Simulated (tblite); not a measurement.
Compound: C3H7O3Si (doublet state).
Z-matrix (Å and degrees, GFN2-xTB geometry), rows numbered from 1:
```
C 
C   1  1.4963
Si  2  1.9230  1  117.32
O   3  1.6072  2  109.11  1   177.48
C   2  1.6990  1  111.92  3   116.44
O   5  1.1954  2  110.26  1   -15.51
O   5  1.2060  2  108.77  1   164.41
H   1  1.0911  2  108.28  3    65.64
H   1  1.0897  2  111.89  3  -175.93
H   1  1.0870  2  111.38  3   -54.23
H   2  1.0917  1  110.86  3  -130.14
H   3  1.4588  2  108.12  1    54.27
H   3  1.4599  2  105.28  1   -68.93
H   4  0.9628  3  119.95  2   -27.85
```

Method: GFN2-xTB as coded in tblite; computed harmonic values from a numerical Hessian at the method's own geometry, unscaled. Against measured fundamentals such values can be off by several per cent, at times by over 20. Modes of hydrogen on silicon can be 10 to 20 % off. One conformer, not necessarily the lowest. Open shells enter through the occupations alone, without spin polarisation, and single modes of such species can be off by tens of per cent.

Harmonic wavenumbers (cm⁻¹): 44.4, 72.2, 170.1, 202.5, 212.0, 242.0, 270.9, 378.9, 411.7, 413.7, 544.1, 582.2, 599.6, 646.3, 695.9, 711.8, 771.2, 836.1, 954.7, 964.8, 982.5, 1032.1, 1134.6, 1267.9, 1292.1, 1391.3, 1444.6, 1482.2, 1976.7, 2284.7, 2310.6, 2956.6, 2984.7, 3013.6, 3050.1, 3491.0.

A = 2905, B = 1917, C = 1326 MHz; mass 119.016 u (most abundant isotopes); point group C1, symmetry number 1; spin multiplicity 2.

What is the zero-point energy?

½Σν̃ = 20910 cm⁻¹ = 59.78 kcal/mol.

Give the ideal-gas entropy at 298.15 K and 1 bar in the rigid-rotor, harmonic-oscillator model (classical rotation).

Translation 40.26, rotation 28.17, vibration 25.42, spin (R ln 2) 1.38: S = 95.2 cal/(mol K).

And Cp and H(298.15 K) − H(0)?

Cp = 34.92 cal/(mol K), of which vibrations give 26.97 (their classical limit is 36 R = 71.5); H(298.15 K) − H(0) = 6.44 kcal/mol without the zero-point energy, 4.07 from vibrations.

What must be added to the electronic energy to get the Gibbs energy at 298.15 K and 1 bar?

ZPE + [H(298.15 K) − H(0)] − T·S = 59.78 + 6.44 − 28.39 = 37.83 kcal/mol.

How do the functions run with temperature in this model?

```tsv
T (K)	S (cal/(mol K))	Cp (cal/(mol K))	H − H(0) (kcal/mol)	G − H(0) (kcal/mol)	ln q(vib)
150	76.0	22.0	2.19	-9.21	2.53
250	89.4	31.0	4.85	-17.50	4.81
400	106.5	41.9	10.37	-32.23	8.25
600	125.5	51.7	19.81	-55.50	12.62
900	148.4	60.8	36.80	-96.72	18.53
```

q(vib) and H(0) count from the zero-point level.

Hindered rotation and anharmonicity are outside this model. Other conformers, if any are populated, would add a mixing term that is left out. The structure is chiral; the term R ln 2 for an equal mix with its mirror image is left out.

On one thread, Arm Neoverse V1 (aarch64), shared host with 32 logical CPUs at a one-minute load of 40, this took 0.4 s. The figure is for the frequency step alone.
